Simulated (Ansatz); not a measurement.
Relaxation of ClH8PW (11 atoms, charge 0, multiplicity 1), to a largest force component of 0.03 eV/Å in at most 50 steps.

The calculation used RKS PBE0-D4/def2-SVP in Ansatz.

```xyz
11
Properties=species:S:1:pos:R:3:forces:R:3
W 0.350 0.180 -0.432 0.23 0.21 0.14
Cl -0.340 0.089 3.091 0.82 0.65 -0.12
H 1.483 -0.657 0.471 0.00 0.00 -0.01
H -0.323 1.608 0.119 0.00 0.00 0.00
H -1.227 0.123 0.122 0.00 0.00 0.00
H -0.157 -1.220 0.330 0.00 -0.01 0.00
H 0.539 0.061 -2.146 0.00 0.01 0.00
P 1.937 1.624 0.707 -0.28 -0.25 -0.04
H 3.218 1.185 0.257 0.00 0.00 0.00
H 1.879 2.867 0.009 0.00 0.00 -0.01
H 0.703 0.900 2.896 -0.77 -0.61 0.04
```

Where does it end, and by what steps?

It converged. After 12 steps the energy has fallen by 0.079 eV; Cl2 moved furthest, 0.63 Å.

```csv
step,energy less start (eV),largest force component (eV/Å),accepted
0,0.0000,0.820,yes
1,-0.0236,0.586,yes
2,-0.0277,0.585,yes
3,-0.0355,0.492,yes
4,-0.0500,0.279,yes
5,-0.0614,0.177,yes
6,-0.0652,0.310,yes
7,-0.0706,0.149,yes
8,-0.0397,0.457,no
9,-0.0776,0.085,yes
10,-0.0786,0.093,yes
11,-0.0792,0.067,yes
12,-0.0795,0.025,yes
```

```xyz
11
Properties=species:S:1:pos:R:3
W 0.343 0.148 -0.603
Cl -0.122 0.365 3.619
H 1.538 -0.668 0.236
H -0.286 1.608 -0.087
H -1.171 0.126 0.114
H -0.122 -1.185 0.300
H 0.422 -0.035 -2.332
P 1.808 1.494 0.611
H 3.192 1.179 0.567
H 1.825 2.884 0.324
H 0.636 0.844 2.675
```

Whether the end is a true minimum wasn't checked by a vibrational analysis.

Run time: 93 s on 2 threads of Intel(R) Xeon(R) Platinum 8259CL CPU @ 2.50GHz (Skylake/Cascade Lake) (shared host), peak memory 0.26 GiB.
